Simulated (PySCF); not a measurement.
(1E)-1-bromobuta-1,3-diene (C4H5Br), SMILES C=C/C=C/Br.

Coordinates come from a B3LYP-D3(BJ)/def2-SVP optimisation. The values are those of a single conformer.

Two levels are set side by side: PBE/def2-TZVP (PySCF) and CAM-B3LYP/def2-TZVP (PySCF). Same geometry, gas phase. Differences are taken from unrounded values.

```
quantity                       PBE
---------------------------  -----
orbital gap (eV)              3.60
highest occupied level (eV)  -5.74
lowest empty level (eV)      -2.14
dipole moment (D)             1.31
mean polarisability (bohr³)   78.8
```

These are the PBE values. What does CAM-B3LYP give? (Estimate from the structure and the level; the computed values follow.)


| quantity | CAM-B3LYP | PBE minus CAM-B3LYP |
|---|---|---|
| orbital gap (eV) | 7.79 | -4.19 |
| highest occupied level (eV) | -7.94 | 2.20 |
| lowest empty level (eV) | -0.15 | -1.99 |
| dipole moment (D) | 1.54 | -0.24 |
| mean polarisability (bohr³) | 75.6 | 3.3 |

PBE's occupied levels lie high since its potential decays too fast outside the molecule; exact exchange lowers them and widens the gap. Loosely held outer electrons make PBE densities more polarisable. Differences between two approximate levels are no errors against the true value.

Rough cost on one machine, each run with all the roots and properties that it gave: CAM-B3LYP against PBE within a factor of 2.
